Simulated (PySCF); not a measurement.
Excitation energy of Sc by level of theory

Sc [Ar] 3d1 4s2 (2D) → Sc [Ar] 3d3 (4F), as a difference of total energies. All numbers are calculated (PySCF 2.14, the non-relativistic Hamiltonian (point nucleus), in def2-QZVPPD). Correlated levels: valence: [Ar] frozen. The calculations carry no spin-orbit coupling.

| method | excitation energy (eV) |
| --- | --- |
| UHF | 4.503 |
| MP2 (valence) | 4.497 |
| SCS-MP2 (valence) | 5.129 |
| CCSD (valence) | 4.452 |
| CCSD(T) (valence) | 4.421 |

How much does correlation contribute at CCSD(T) (valence)?

4.421 − (4.503) = -0.082 eV, measured against UHF.

The coupled-cluster amplitudes are large for the upper state (T1 above 0.03 or a double amplitude above 0.15), so a single reference is strained.
